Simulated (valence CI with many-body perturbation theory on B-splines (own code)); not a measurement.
# E1 line list for Au46+

Method: configuration interaction combined with many-body perturbation theory (CI+MBPT): five valence electrons over a frozen Dirac-Fock core [Ar] 3d10, a basis of 9 s, 9 p, 8 d, 6 f, 3 g, 1 h functions for each j, with the one-electron correlation potential Σ1 (screened to all orders), the two-electron term Σ2, the three-electron term Σ3, Breit, model QED; selected single and double excitations, second order for the rest (own B-spline code, finite nucleus).

No measured spectrum was set against this ion. As an estimate, large intervals hold to a few tenths of a per cent, small ones and those within an open d or f shell to about a per cent. Among the levels kept, up to 360 cm⁻¹ of a level comes from second order outside the variational space, and about a tenth of that is noise between levels of different J, which matters for small intervals.

Lines 1 to 50 of 219 in falling wavelength, among levels below 34.675 Ry, chosen from the strongest by gf and those to the six lowest levels. Wavelengths and rates use the calculated energies. Electric multipoles are in the length gauge, E1 and E2 with the static RPA response of the core. Weak lines are less certain than strong ones. Lines between different terms over intervals too small for the method are left out, as are lines whose strength nearly cancels. The highest levels of a list are the least certain.

Levels are named by their leading jj configuration (3d3/2^4 stands for four electrons in 3d with j = 3/2), which in mixed levels can hold well under half, so a name can repeat and another be missing. Letters in brackets count levels of one name in rising energy.

```
λ vac (nm)                               Upper                               Lower   A (s⁻¹)  S (a.u.)
     41.70          (4s^2 4p1/2^2 4d3/2) J=3/2          (4s^2 4p1/2 4p3/2^2) J=1/2  4.47e+04  6.39e-06
     33.24          (4s^2 4p1/2^2 4d3/2) J=3/2          (4s^2 4p1/2 4p3/2^2) J=5/2  1.17e+07  8.45e-04
     28.64          (4s^2 4p1/2^2 4d3/2) J=3/2          (4s^2 4p1/2 4p3/2^2) J=3/2  5.88e+05  2.73e-05
     19.09                (4s^2 4p3/2^3) J=3/2          (4s^2 4p1/2^2 4d5/2) J=5/2  7.37e+05  1.01e-05
     18.43      (4s 4p1/2^2 4p3/2 4d3/2) J=7/2  (4s^2 4p1/2 4p3/2 4d5/2) J=7/2 [b]  1.22e+08  3.02e-03
     17.87  (4s 4p1/2^2 4p3/2 4d5/2) J=5/2 [a]        (4s 4p1/2 4p3/2^3) J=3/2 [a]  1.92e+08  3.25e-03
     17.42          (4s^2 4p1/2^2 4f7/2) J=7/2      (4s^2 4p1/2 4p3/2 4d5/2) J=9/2  1.61e+08  3.37e-03
     17.13          (4s^2 4p1/2^2 4d5/2) J=5/2          (4s^2 4p1/2 4p3/2^2) J=5/2  1.53e+08  2.28e-03
     15.82          (4s^2 4p1/2^2 4d5/2) J=5/2          (4s^2 4p1/2 4p3/2^2) J=3/2  1.76e+08  2.06e-03
     14.70          (4s^2 4p1/2^2 4f7/2) J=7/2  (4s^2 4p1/2 4p3/2 4d3/2) J=5/2 [b]  1.43e+09  1.79e-02
     14.54  (4s 4p1/2^2 4p3/2 4d3/2) J=3/2 [a]  (4s^2 4p1/2 4p3/2 4d3/2) J=1/2 [b]  1.24e+09  7.55e-03
     14.52  (4s 4p1/2^2 4p3/2 4d3/2) J=1/2 [a]  (4s^2 4p1/2 4p3/2 4d3/2) J=1/2 [b]  1.44e+09  4.34e-03
     14.46  (4s 4p1/2^2 4p3/2 4d3/2) J=5/2 [a]  (4s^2 4p1/2 4p3/2 4d3/2) J=3/2 [b]  3.34e+09  2.99e-02
     14.34  (4s 4p1/2^2 4p3/2 4d3/2) J=1/2 [a]  (4s^2 4p1/2 4p3/2 4d3/2) J=3/2 [b]  9.42e+08  2.74e-03
     14.10  (4s 4p1/2^2 4p3/2 4d3/2) J=3/2 [a]  (4s^2 4p1/2 4p3/2 4d3/2) J=5/2 [b]  4.84e+08  2.68e-03
     13.58          (4s^2 4p1/2^2 4f5/2) J=5/2      (4s^2 4p1/2 4p3/2 4d3/2) J=7/2  1.90e+09  1.41e-02
     13.02      (4s 4p1/2^2 4p3/2 4d3/2) J=7/2  (4s^2 4p1/2 4p3/2 4d3/2) J=5/2 [b]  6.56e+09  5.71e-02
     12.82  (4s 4p1/2^2 4p3/2 4d5/2) J=5/2 [a]  (4s^2 4p1/2 4p3/2 4d5/2) J=7/2 [b]  3.77e+08  2.35e-03
     12.60  (4s 4p1/2^2 4p3/2 4d5/2) J=3/2 [a]      (4s^2 4p1/2 4p3/2 4d5/2) J=1/2  1.04e+09  4.09e-03
     12.47  (4s 4p1/2^2 4p3/2 4d3/2) J=3/2 [b]  (4s^2 4p1/2 4p3/2 4d3/2) J=1/2 [b]  2.74e+09  1.05e-02
     12.42  (4s 4p1/2^2 4p3/2 4d5/2) J=3/2 [a]  (4s^2 4p1/2 4p3/2 4d5/2) J=3/2 [b]  1.14e+09  4.31e-03
     12.40                (4s^2 4p3/2^3) J=3/2          (4s^2 4p1/2^2 4d3/2) J=3/2  2.20e+06  8.28e-06
     12.35          (4s^2 4p1/2^2 4f7/2) J=7/2      (4s^2 4p1/2 4p3/2 4d3/2) J=7/2  3.02e+09  2.24e-02
     12.34  (4s 4p1/2^2 4p3/2 4d3/2) J=3/2 [b]  (4s^2 4p1/2 4p3/2 4d3/2) J=3/2 [b]  7.13e+09  2.65e-02
     12.20      (4s 4p1/2^2 4p3/2 4d5/2) J=9/2      (4s^2 4p1/2 4p3/2 4d5/2) J=9/2  9.32e+09  8.34e-02
     12.15  (4s 4p1/2^2 4p3/2 4d3/2) J=3/2 [b]  (4s^2 4p1/2 4p3/2 4d3/2) J=5/2 [b]  1.67e+09  5.92e-03
     11.99  (4s 4p1/2^2 4p3/2 4d3/2) J=5/2 [a]      (4s^2 4p1/2 4p3/2 4d3/2) J=7/2  1.94e+09  9.90e-03
     11.95  (4s 4p1/2^2 4p3/2 4d5/2) J=7/2 [a]  (4s^2 4p1/2 4p3/2 4d5/2) J=7/2 [b]  5.36e+09  3.61e-02
     11.93  (4s 4p1/2^2 4p3/2 4d5/2) J=7/2 [a]  (4s^2 4p1/2 4p3/2 4d5/2) J=5/2 [b]  8.13e+09  5.45e-02
     11.78        (4s 4p1/2 4p3/2^3) J=3/2 [a]                (4s^2 4p3/2^3) J=3/2  1.45e+09  4.67e-03
     11.66          (4s 4p1/2^2 4p3/2^2) J=5/2          (4s^2 4p1/2 4p3/2^2) J=5/2  1.06e+10  4.99e-02
     11.64          (4s^2 4p1/2^2 4f7/2) J=7/2  (4s^2 4p1/2 4p3/2 4d3/2) J=5/2 [a]  7.45e+08  4.64e-03
     11.51  (4s 4p1/2^2 4p3/2 4d3/2) J=1/2 [b]  (4s^2 4p1/2 4p3/2 4d3/2) J=1/2 [b]  1.18e+10  1.77e-02
     11.44      (4s 4p1/2^2 4p3/2 4d5/2) J=9/2  (4s^2 4p1/2 4p3/2 4d5/2) J=7/2 [a]  1.88e+10  1.39e-01
     11.40  (4s 4p1/2^2 4p3/2 4d3/2) J=1/2 [b]  (4s^2 4p1/2 4p3/2 4d3/2) J=3/2 [b]  5.43e+09  7.94e-03
     11.38  (4s 4p1/2^2 4p3/2 4d3/2) J=5/2 [a]  (4s^2 4p1/2 4p3/2 4d3/2) J=3/2 [a]  4.69e+09  2.05e-02
     11.35  (4s 4p1/2^2 4p3/2 4d3/2) J=3/2 [a]  (4s^2 4p1/2 4p3/2 4d3/2) J=1/2 [a]  2.93e+09  8.45e-03
     11.33  (4s 4p1/2^2 4p3/2 4d3/2) J=1/2 [a]  (4s^2 4p1/2 4p3/2 4d3/2) J=1/2 [a]  1.62e+10  2.33e-02
     11.33  (4s 4p1/2^2 4p3/2 4d3/2) J=3/2 [a]  (4s^2 4p1/2 4p3/2 4d3/2) J=3/2 [a]  1.10e+10  3.15e-02
     11.32  (4s 4p1/2^2 4p3/2 4d3/2) J=5/2 [a]  (4s^2 4p1/2 4p3/2 4d3/2) J=5/2 [a]  1.32e+10  5.68e-02
     11.31  (4s 4p1/2^2 4p3/2 4d3/2) J=1/2 [a]  (4s^2 4p1/2 4p3/2 4d3/2) J=3/2 [a]  6.79e+09  9.70e-03
     11.27  (4s 4p1/2^2 4p3/2 4d3/2) J=3/2 [a]  (4s^2 4p1/2 4p3/2 4d3/2) J=5/2 [a]  1.02e+10  2.87e-02
     11.21  (4s 4p1/2^2 4p3/2 4d5/2) J=5/2 [a]  (4s^2 4p1/2 4p3/2 4d5/2) J=5/2 [a]  1.41e+10  5.90e-02
     11.19  (4s 4p1/2^2 4p3/2 4d3/2) J=5/2 [b]  (4s^2 4p1/2 4p3/2 4d3/2) J=3/2 [b]  1.78e+09  7.40e-03
     11.15      (4s 4p1/2^2 4p3/2 4d5/2) J=1/2      (4s^2 4p1/2 4p3/2 4d5/2) J=1/2  3.23e+09  4.42e-03
     11.14      (4s 4p1/2^2 4p3/2 4d3/2) J=7/2      (4s^2 4p1/2 4p3/2 4d3/2) J=7/2  9.57e+09  5.22e-02
     11.12  (4s 4p1/2^2 4p3/2 4d5/2) J=7/2 [b]  (4s^2 4p1/2 4p3/2 4d5/2) J=7/2 [b]  5.82e+09  3.16e-02
     11.10  (4s 4p1/2^2 4p3/2 4d5/2) J=7/2 [b]  (4s^2 4p1/2 4p3/2 4d5/2) J=5/2 [b]  8.67e+09  4.69e-02
     11.04          (4s 4p1/2^2 4p3/2^2) J=5/2          (4s^2 4p1/2 4p3/2^2) J=3/2  1.61e+10  6.40e-02
     11.03  (4s 4p1/2^2 4p3/2 4d3/2) J=5/2 [b]  (4s^2 4p1/2 4p3/2 4d3/2) J=5/2 [b]  8.02e+09  3.19e-02
```
